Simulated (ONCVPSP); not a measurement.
## Pseudopotential generation for strontium (Sr): ONCV, PBE, fully relativistic.

The input file (ONCVPSP 4.0.1):

```
# ATOM AND REFERENCE CONFIGURATION
# atsym  z   nc   nv     iexc    psfile
  Sr 38.00    6    4        4      upf
#
#   n    l    f
    1    0    2.00
    2    0    2.00
    2    1    6.00
    3    0    2.00
    3    1    6.00
    3    2   10.00
    4    0    2.00
    4    1    6.00
    5    0    1.50
    5    1    0.50
#
# PSEUDOPOTENTIAL AND OPTIMIZATION
# lmax
    2
#
#   l,   rc,      ep,       ncon, nbas, qcut
    0    2.10    0.00    4    7    4.40
    1    2.45    0.00    4    9    5.70
    2    1.95    0.09    4    7    4.50
#
# LOCAL POTENTIAL
# lloc, lpopt,  rc(5),   dvloc0
    4    4    1.70    6.00
#
# VANDERBILT-KLEINMAN-BYLANDER PROJECTORs
# l, nproj, debl
    0    2    1.10
    1    3    1.20
    2    2    1.90
#
# MODEL CORE CHARGE
# icmod, fcfact, rcfact
    3    4.75    1.20
#
# LOG DERIVATIVE ANALYSIS
# epsh1, epsh2, depsh
   -3.00    5.00    0.02
#
# OUTPUT GRID
# rlmax, drl
    6.00    0.01
#
# TEST CONFIGURATIONS
# ncnf
    4
# nvcnf
#   n    l    f
    4
    4    0    2.00
    4    1    6.00
    5    0    2.00
    5    1    0.00
#
    4
    4    0    2.00
    4    1    6.00
    5    0    1.00
    5    1    0.00
#
    4
    4    0    2.00
    4    1    6.00
    5    0    0.00
    5    1    0.00
#
    4
    4    0    2.00
    4    1    6.00
    5    0    1.50
    5    1    0.00
#
```

Command:

```bash
oncvpspr.x < Sr.dat > Sr.out
```

The program printed (shortened: citation, most of the input echo, consistency checks and plot data are left out):

```
ONCVPSP  (Optimized Norm-Conservinng Vanderbilt PSeudopotential)
relativistic version 4.0.1

#   n    l    f        energy (Ha)
    1    0    2.00    -5.8547793D+02
    2    0    2.00    -7.9286374D+01
    2    1    6.00    -6.9641341D+01    -7.2155297D+01
    3    0    2.00    -1.2285347D+01
    3    1    6.00    -9.3105840D+00    -9.6959779D+00
    3    2   10.00    -4.7000864D+00    -4.7673393D+00
    4    0    2.00    -1.5272937D+00
    4    1    6.00    -8.4909602D-01    -8.9181576D-01
    5    0    1.50    -1.4217815D-01
    5    1    0.50    -5.6897307D-02    -5.9294990D-02

Reference configufation results
  iterations    21
  all-electron total energy (Ha)   -3.17975590D+03

Begin loop to  construct optimized pseudo wave functions
and semi-local pseudopoentials for all angular momenta

Calculating optimized projector #   1

 for l=   0

    Fraction of norm inside rc  0.926973
    Optimizing pswf for qcut=   4.40 a_B^-1,  ecut=   9.68 Ha
    Residual kinetic energy error=  3.37D-04 Ha

    Energy error per electron        Cutoff
         Ha          eV             Ha
         0.01000     0.27211        4.24
         0.00100     0.02721        8.38
         0.00010     0.00272       21.95
         0.00001     0.00027       29.71

Calculating optimized projector #   2

 for l=   0

    Fraction of norm inside rc  0.046766
    Optimizing pswf for qcut=   4.40 a_B^-1,  ecut=   9.68 Ha
    Residual kinetic energy error=  1.83D-04 Ha

    Energy error per electron        Cutoff
         Ha          eV             Ha
         0.01000     0.27211        2.35
         0.00100     0.02721        7.29
         0.00010     0.00272       11.17
         0.00001     0.00027       30.43

   Wellstate for l =  1  n =  6 kap= -2
     eigenvalue =   1.1431
     asymptotic potential =   1.6431
     half-point radius =  4.5708

Calculating optimized projector #   1

 for l=   1

    Fraction of norm inside rc  0.918237
    Optimizing pswf for qcut=   5.69 a_B^-1,  ecut=  16.21 Ha
    Residual kinetic energy error=  1.51D-08 Ha

    Energy error per electron        Cutoff
         Ha          eV             Ha
         0.01000     0.27211        5.94
         0.00100     0.02721        8.00
         0.00010     0.00272        9.79
         0.00001     0.00027       11.21

Calculating optimized projector #   2

 for l=   1

    Fraction of norm inside rc  0.029711
    Optimizing pswf for qcut=   5.69 a_B^-1,  ecut=  16.21 Ha
    Residual kinetic energy error=  4.33D-08 Ha

    Energy error per electron        Cutoff
         Ha          eV             Ha
         0.01000     0.27211        3.52
         0.00100     0.02721        5.77
         0.00010     0.00272        7.70
         0.00001     0.00027        9.31

Calculating optimized projector #   3

 for l=   1

    Fraction of norm inside rc  0.193953
    Optimizing pswf for qcut=   5.69 a_B^-1,  ecut=  16.21 Ha
    Residual kinetic energy error=  9.16D-07 Ha

    Energy error per electron        Cutoff
         Ha          eV             Ha
         0.01000     0.27211        5.87
         0.00100     0.02721        7.85
         0.00010     0.00272        9.31
         0.00001     0.00027       13.17

   Wellstate for l =  1  n =  6 kap=  1
     eigenvalue =   1.1407

Calculating optimized projector #   1

 for l=   1

    Fraction of norm inside rc  0.927393
    Optimizing pswf for qcut=   5.69 a_B^-1,  ecut=  16.21 Ha
    Residual kinetic energy error=  5.70D-09 Ha

    Energy error per electron        Cutoff
         Ha          eV             Ha
         0.01000     0.27211        6.28
         0.00100     0.02721        8.38
         0.00010     0.00272       10.29
         0.00001     0.00027       11.88

Calculating optimized projector #   2

 for l=   1

    Fraction of norm inside rc  0.030817
    Optimizing pswf for qcut=   5.69 a_B^-1,  ecut=  16.21 Ha
    Residual kinetic energy error=  4.13D-08 Ha

    Energy error per electron        Cutoff
         Ha          eV             Ha
         0.01000     0.27211        3.72
         0.00100     0.02721        6.10
         0.00010     0.00272        8.12
         0.00001     0.00027        9.98

Calculating optimized projector #   3

 for l=   1

    Fraction of norm inside rc  0.200335
    Optimizing pswf for qcut=   5.69 a_B^-1,  ecut=  16.21 Ha
    Residual kinetic energy error=  7.00D-07 Ha

    Energy error per electron        Cutoff
         Ha          eV             Ha
         0.01000     0.27211        6.20
         0.00100     0.02721        8.16
         0.00010     0.00272        9.60
         0.00001     0.00027       12.03

WARNING wellstate: moderately localized bound state found for n= 4 l=  2
WARNING scattering state with energy  0.05000000
WARNING will be used for the first projector

   Wellstate for l =  2  n =  4 kap= -3
     eigenvalue =   0.0500
     asymptotic potential =   0.5500
     half-point radius =  3.1491

   Wellstate for l =  2  n =  6 kap= -3
     eigenvalue =   1.9500
     asymptotic potential =   2.4500
     half-point radius =  4.1761

Calculating optimized projector #   1

 for l=   2

    Fraction of norm inside rc  0.465619
    Optimizing pswf for qcut=   4.49 a_B^-1,  ecut=  10.09 Ha
    Residual kinetic energy error=  2.12D-03 Ha

    Energy error per electron        Cutoff
         Ha          eV             Ha
         0.01000     0.27211        8.00
         0.00100     0.02721       11.68
         0.00010     0.00272       37.47
         0.00001     0.00027       45.63

Calculating optimized projector #   2

 for l=   2

    Fraction of norm inside rc  0.126046
    Optimizing pswf for qcut=   4.49 a_B^-1,  ecut=  10.09 Ha
    Residual kinetic energy error=  8.28D-03 Ha

    Energy error per electron        Cutoff
         Ha          eV             Ha
         0.01000     0.27211        9.77
         0.00100     0.02721       13.20
         0.00010     0.00272       25.54
         0.00001     0.00027       46.68

   Wellstate for l =  2  n =  4 kap=  2
     eigenvalue =   0.0900

   Wellstate for l =  2  n =  6 kap=  2
     eigenvalue =   1.9459

Calculating optimized projector #   1

 for l=   2

    Fraction of norm inside rc  0.470392
    Optimizing pswf for qcut=   4.49 a_B^-1,  ecut=  10.09 Ha
    Residual kinetic energy error=  2.27D-03 Ha

    Energy error per electron        Cutoff
         Ha          eV             Ha
         0.01000     0.27211        8.04
         0.00100     0.02721       11.83
         0.00010     0.00272       37.83
         0.00001     0.00027       45.84

Calculating optimized projector #   2

 for l=   2

    Fraction of norm inside rc  0.126022
    Optimizing pswf for qcut=   4.49 a_B^-1,  ecut=  10.09 Ha
    Residual kinetic energy error=  8.72D-03 Ha

    Energy error per electron        Cutoff
         Ha          eV             Ha
         0.01000     0.27211        9.86
         0.00100     0.02721       13.32
         0.00010     0.00272       25.77
         0.00001     0.00027       46.61

Construct Vanderbilt / Kleinmman-Bylander projectors

B matrix Hermiticity error, ll=  0  kap= -1
   1   2    7.6847D-05

  Orthonormal projector coefficients -2.6482E+00  7.0736E-01

B matrix Hermiticity error, ll=  1  kap= -2
   1   2    2.6515D-05
   1   3   -1.4214D-04
   2   3    2.3898D-05

  Orthonormal projector coefficients  5.5314E+00 -3.2502E+00  4.7962E-01

B matrix Hermiticity error, ll=  1  kap=  1
   1   2    2.8707D-05
   1   3   -1.4737D-04
   2   3    2.4411D-05

  Orthonormal projector coefficients  2.6624E+02 -3.3284E+00  4.5852E-01

B matrix Hermiticity error, ll=  2  kap= -3
   1   2   -1.2180D-04

  Orthonormal projector coefficients -4.8656E+00 -1.8580E+00

B matrix Hermiticity error, ll=  2  kap=  2
   1   2   -1.2236D-04

  Orthonormal projector coefficients -4.8431E+00 -1.8388E+00

 Orthonormal scalar projector coefficients, l =  1
  9.2372E+01 -3.2324E+00  4.7264E-01  1.8053E-02  5.6999E-05 -1.5546E-06

 Orthonormal spin-orbit projector coefficients, l =  1
 -1.7387E+02  1.1179E-01  2.6757E-02 -8.2023E-03  3.5066E-03 -1.2074E-04

 Orthonormal scalar projector coefficients, l =  2
 -4.8563E+00 -1.8505E+00 -5.7329E-05 -6.5559E-07

 Orthonormal spin-orbit projector coefficients, l =  2
 -3.2503E-02  1.2777E-02  3.1614E-03 -1.1434E-04

Model core correction analysis
  based on d2Exc/dn_idn_j

d2excae - all-electron derivatives

   -2.592323D-02   -2.232320D-02   -1.720232D-03   -8.428690D-04
   -2.232332D-02   -2.129179D-02   -2.609183D-03   -9.312920D-04
   -1.719873D-03   -2.608503D-03   -2.431674D-02   -1.897322D-02
   -8.428315D-04   -9.311302D-04   -1.896310D-02   -2.292028D-02

d2excps - pseudofunction derivatives with no core correction

   -4.039980D-02   -3.141361D-02   -2.850154D-03   -1.218337D-03
   -3.141411D-02   -2.988911D-02   -3.388709D-03   -1.219736D-03
   -2.850087D-03   -3.387463D-03   -2.778718D-02   -2.172972D-02
   -1.218325D-03   -1.219434D-03   -2.171520D-02   -2.644278D-02

rms 2nd derivative error    5.548672E-03

rmatch, rhocmatch    0.9269    5.2900

Teter function model core charge with specified parameters

d2excps - pseudofunction derivatives with core correction

   -3.141772D-02   -2.808490D-02   -2.046621D-03   -1.008188D-03
   -2.808482D-02   -2.832088D-02   -3.080139D-03   -1.111403D-03
   -2.045846D-03   -3.078864D-03   -2.771783D-02   -2.171169D-02
   -1.008123D-03   -1.111096D-03   -2.169717D-02   -2.643608D-02

rms 2nd derivative error    3.406496E-03

Pseudoatom total energy  -31.140082

Diagnostic tests using Vanderbilt-Kleinman-Bylander pseudopotentials
  relativistic with J = L +/- 1/2 projectors

   l  kap   rcore       rmatch      e in        delta e    norm test   slope test

   0  -1   2.1034965   2.1673632  -1.5272937   0.0000007   1.0001026   1.0001001
   0  -1   2.1034965   2.1673632  -0.1421781   0.0000013   1.0000221   1.0000183

   1  -2   2.4574760   2.5320903  -0.8490960   0.0000012   1.0000636   1.0000682
   1   1   2.4574760   2.5320903  -0.8918158   0.0000058   1.0000496   1.0000529
   1  -2   2.4574760   2.5320903  -0.0568973   0.0000005   1.0000219   1.0000136
   1   1   2.4574760   2.5320903  -0.0592950   0.0000016   1.0000416   1.0000223
   1  -2   2.4574760   2.5320903   1.1431027   0.0000177   1.0001199   1.0001199
   1   1   2.4574760   2.5320903   1.1305016   0.0000234   1.0001018   1.0001018

   2  -3   1.9577896   2.0172324   0.0500000   0.0000013   1.0000648   1.0000648
   2   2   1.9577896   2.0172324   0.0459127   0.0000034   1.0000671   1.0000671
   2  -3   1.9577896   2.0172324   1.9500000   0.0000035   1.0002408   1.0002408
   2   2   1.9577896   2.0172324   1.9470268   0.0000045   1.0002362   1.0002362

Diagnostic tests using Vanderbilt-Kleinman-Bylander pseudopotentials
  relativistic with scalar and spin-orbit non-local projectors

   l  kap   rcore       rmatch      e in        delta e    norm test   slope test

   0  -1   2.1034965   2.1673632  -1.5272937   0.0000007   1.0001026   1.0001001
   0  -1   2.1034965   2.1673632  -0.1421781   0.0000013   1.0000221   1.0000183

   1  -2   2.4574760   2.5320903  -0.8490960  -0.0185598   1.0170372   1.0003927
   1   1   2.4574760   2.5320903  -0.8918158   0.0241823   0.9715869   0.9919709
   1  -2   2.4574760   2.5320903  -0.0568973  -0.0008502   0.9658145   0.9998454
   1   1   2.4574760   2.5320903  -0.0592950   0.0015502   1.0613283   0.9993936
   1  -2   2.4574760   2.5320903   1.1431027  -0.0196355   1.0002523   1.0002523
   1   1   2.4574760   2.5320903   1.1305016   0.0390303   1.0003684   1.0003684

   2  -3   1.9577896   2.0172324   0.0500000   0.0000185   1.0000660   1.0000660
   2   2   1.9577896   2.0172324   0.0459127   0.0000205   1.0000684   1.0000684
   2  -3   1.9577896   2.0172324   1.9500000   0.0000067   1.0002448   1.0002448
   2   2   1.9577896   2.0172324   1.9470268   0.0000075   1.0002400   1.0002400

Ghost test for J = L + 1/2

 Testing for bound ghosts
   n   l    E NL Schr. Eq   E Basis Diag.   E Cutoff

   1   0       -1.527293       -1.527277     42.93
   2   0       -0.142177       -0.094942     42.93

   2   1       -0.849095       -0.849087     83.06
   3   1       -0.056897       -0.004123     83.06

   3   2       -0.063140       -0.035835     67.10

 Testing for highly-localized positive-energy ghosts
       l    <radius>/rc     E Basis Diag.   E Cutoff

       1        0.977447       22.699746     83.06  WARNING - GHOST(+)

Ghost test for J = L - 1/2

 Testing for bound ghosts
   n   l    E NL Schr. Eq   E Basis Diag.   E Cutoff

   1   0       -1.527293       -1.527277     42.93
   2   0       -0.142177       -0.094942     42.93

   2   1       -0.891810       -0.891803     83.06
   3   1       -0.059293       -0.009350     83.06

   3   2       -0.064984       -0.038579     67.10

 Testing for highly-localized positive-energy ghosts
       l    <radius>/rc     E Basis Diag.   E Cutoff

       1        0.378430      283.517220     83.06  WARNING - GHOST(+)

Test configuration 0

   n   l kap    f        eae           eps        diff
   1   0  -1  2.0000 -585.47793307
   2   0  -1  2.0000  -79.28637369
   2   1  -2  4.0000  -69.64134074
   2   1   1  2.0000  -72.15529668
   3   0  -1  2.0000  -12.28534727
   3   1  -2  4.0000   -9.31058401
   3   1   1  2.0000   -9.69597789
   3   2  -3  6.0000   -4.70008636
   3   2   2  4.0000   -4.76733933
   4   0  -1  2.0000   -1.52729372   -1.52729302    6.98E-07
   4   1  -2  4.0000   -0.84909602   -0.84909477    1.25E-06
   4   1   1  2.0000   -0.89181576   -0.89180992    5.84E-06
   5   0  -1  1.5000   -0.14217815   -0.14217687    1.28E-06
   5   1  -2  0.3333   -0.05689731   -0.05689676    5.43E-07
   5   1   1  0.1667   -0.05929499   -0.05929341    1.58E-06

    Total energies and differences
      AE_ref= -3.17975590E+03  AE_tst= -3.17975590E+03  dif=  0.00E+00
      PS_ref= -3.11400820E+01  PS_tst= -3.11400820E+01  dif= -4.26E-14
      PSP excitation error=  4.26E-14

Test configuration 1

   n   l kap    f        eae           eps        diff
   1   0  -1  2.0000 -585.45255364
   2   0  -1  2.0000  -79.26101801
   2   1  -2  4.0000  -69.61600641
   2   1   1  2.0000  -72.12996421
   3   0  -1  2.0000  -12.26000101
   3   1  -2  4.0000   -9.28525075
   3   1   1  2.0000   -9.67063986
   3   2  -3  6.0000   -4.67476412
   3   2   2  4.0000   -4.74201551
   4   0  -1  2.0000   -1.50245171   -1.50230425    1.47E-04
   4   1  -2  4.0000   -0.82477088   -0.82476828    2.60E-06
   4   1   1  2.0000   -0.86740353   -0.86738643    1.71E-05
   5   0  -1  2.0000   -0.12957290   -0.12956692    5.97E-06
   5   1  -2  0.0000   -0.04646887   -0.04646887    0.00E+00
   5   1   1  0.0000   -0.04875176   -0.04875176    0.00E+00

    Total energies and differences
      AE_ref= -3.17975590E+03  AE_tst= -3.17979759E+03  dif= -4.17E-02
      PS_ref= -3.11400820E+01  PS_tst= -3.11817752E+01  dif= -4.17E-02
      PSP excitation error= -2.21E-06

Test configuration 2

   n   l kap    f        eae           eps        diff
   1   0  -1  2.0000 -585.68900558
   2   0  -1  2.0000  -79.49697255
   2   1  -2  4.0000  -69.85198558
   2   1   1  2.0000  -72.36595213
   3   0  -1  2.0000  -12.49549687
   3   1  -2  4.0000   -9.52071030
   3   1   1  2.0000   -9.90612167
   3   2  -3  6.0000   -4.91017957
   3   2   2  4.0000   -4.97743912
   4   0  -1  2.0000   -1.73509531   -1.73530549   -2.10E-04
   4   1  -2  4.0000   -1.05587573   -1.05590324   -2.75E-05
   4   1   1  2.0000   -1.09876671   -1.09879521   -2.85E-05
   5   0  -1  1.0000   -0.30675463   -0.30676385   -9.22E-06
   5   1  -2  0.0000   -0.19800492   -0.19800492    0.00E+00
   5   1   1  0.0000   -0.20195389   -0.20195389    0.00E+00

    Total energies and differences
      AE_ref= -3.17975590E+03  AE_tst= -3.17958132E+03  dif=  1.75E-01
      PS_ref= -3.11400820E+01  PS_tst= -3.09655047E+01  dif=  1.75E-01
      PSP excitation error= -3.48E-07

Test configuration 3

   n   l kap    f        eae           eps        diff
   1   0  -1  2.0000 -585.97195857
   2   0  -1  2.0000  -79.77898863
   2   1  -2  4.0000  -70.13404212
   2   1   1  2.0000  -72.64802455
   3   0  -1  2.0000  -12.77664744
   3   1  -2  4.0000   -9.80178976
   3   1   1  2.0000  -10.18724402
   3   2  -3  6.0000   -5.19117725
   3   2   2  4.0000   -5.25845232
   4   0  -1  2.0000   -2.01040903   -2.01136266   -9.54E-04
   4   1  -2  4.0000   -1.32769552   -1.32783065   -1.35E-04
   4   1   1  2.0000   -1.37114901   -1.37131741   -1.68E-04
   5   0  -1  0.0000   -0.49955548   -0.49955548    0.00E+00
   5   1  -2  0.0000   -0.35838433   -0.35838433    0.00E+00
   5   1   1  0.0000   -0.36472825   -0.36472825    0.00E+00

    Total energies and differences
      AE_ref= -3.17975590E+03  AE_tst= -3.17917688E+03  dif=  5.79E-01
      PS_ref= -3.11400820E+01  PS_tst= -3.05610219E+01  dif=  5.79E-01
      PSP excitation error= -4.27E-05

Test configuration 4

   n   l kap    f        eae           eps        diff
   1   0  -1  2.0000 -585.56444241
   2   0  -1  2.0000  -79.37271295
   2   1  -2  4.0000  -69.72771105
   2   1   1  2.0000  -72.24167227
   3   0  -1  2.0000  -12.37151749
   3   1  -2  4.0000   -9.39675311
   3   1   1  2.0000   -9.78215088
   3   2  -3  6.0000   -4.78624911
   3   2   2  4.0000   -4.85350368
   4   0  -1  2.0000   -1.61286880   -1.61285753    1.13E-05
   4   1  -2  4.0000   -0.93460476   -0.93461024   -5.48E-06
   4   1   1  2.0000   -0.97733665   -0.97733361    3.05E-06
   5   0  -1  1.5000   -0.21534004   -0.21533647    3.57E-06
   5   1  -2  0.0000   -0.11925076   -0.11925076    0.00E+00
   5   1   1  0.0000   -0.12236584   -0.12236584    0.00E+00

    Total energies and differences
      AE_ref= -3.17975590E+03  AE_tst= -3.17971163E+03  dif=  4.43E-02
      PS_ref= -3.11400820E+01  PS_tst= -3.10958189E+01  dif=  4.43E-02
      PSP excitation error=  5.83E-07
```

The run took about 7.6 s on one core of a shared server CPU.
